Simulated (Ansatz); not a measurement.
Cu₃F₃, relaxed as a quintet with UKS r2SCAN-D4/def2-SVP in Ansatz, starting from the r2SCAN-D4/def2-SVP geometry of the neutral singlet. Force threshold 0.02 eV/Å.

The relaxation made no stability test and no search for a lower SCF solution. At r2SCAN-D4/def2-SVP a singlet of charge 0 lies 5.05 eV below the quintet, each at its own geometry. The structure comes from a short search, and lower isomers may exist.

Start:

```xyz
6

Cu    1.248    0.176   -0.591
Cu   -0.980   -0.745   -0.651
Cu   -0.269    0.568    1.243
F    -1.922   -0.271    0.910
F     1.508    1.149    1.001
F     0.415   -0.877   -1.911
```

(1) Estimate the energy that the relaxation releases and the steps that it takes.

(2) Does the start keep its bonding and symmetry?

(3) Predict the relaxed structure.

## Answers

(1) 1.52 eV, in 21 steps; 2.5 min on 4 threads of Arm Neoverse V1 on a shared host. The force fell under the threshold at step 6, but the optimiser went on and released 1.006 eV more. No frequencies were taken in this run, so the end may be a saddle point.

(2) Bonds formed: Cu1–F4 (atoms count from 1). Metal–metal contacts that move far: Cu2–Cu3 2.41 to 4.10 Å. Point group D3h at the start, C2v at the end, both within 0.05 Å; within 0.015 Å the end is C2.

(3) 
```
atom   x (Å)   y (Å)   z (Å)
 Cu1   0.847   0.121  -0.402
 Cu2  -1.497  -1.144  -1.250
 Cu3  -0.216   0.899   2.063
  F4  -0.926  -0.132   0.439
  F5   1.465   1.054   1.053
  F6   0.327  -0.798  -1.903
```
Bond lengths (bridged metal pairs left out): 7 × Cu–F 1.84 to 2.05 Å.
